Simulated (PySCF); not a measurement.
SMILES C#CCC(=O)OC, singlet, GFN2-xTB optimised geometry.

```
13

C     -1.21    -2.26     2.54
C     -0.94    -2.05     1.39
C     -0.59    -1.76     0.01
C      0.29    -0.52     0.00
O      1.49    -0.52     0.00
O     -0.46     0.59     0.00
C      0.23     1.82     0.04
H     -1.47    -2.46     3.53
H     -1.49    -1.58    -0.57
H     -0.02    -2.60    -0.40
H     -0.51     2.60    -0.12
H      0.71     1.95     1.02
H      1.00     1.86    -0.73
```

Density from PySCF with PBE/def2-TZVP at that geometry.

Minimum of the electron density along straight lines between bonded atoms, close to the bond critical point (lines longer than 1.1 times the sum of covalent radii, or with two minima, are not listed):

```csv
bond,length / Å,ρ at the minimum / e bohr⁻³,∇²ρ there / e bohr⁻⁵,position (fraction from the first atom)
C1–C2,1.196,0.419,-1.19,0.49
C2–C3,1.450,0.271,-0.71,0.52
C3–C4,1.520,0.252,-0.63,0.48
C4–O5,1.200,0.433,-0.14,0.34
C4–O6,1.336,0.314,-0.66,0.35
O6–C7,1.421,0.250,-0.47,0.64
C1–H8,1.049,0.297,-1.11,0.66
C3–H9,1.091,0.277,-0.94,0.65
C3–H10,1.092,0.278,-0.95,0.65
C7–H11,1.087,0.286,-1.00,0.65
C7–H12,1.092,0.282,-0.98,0.65
C7–H13,1.092,0.283,-0.98,0.65
```
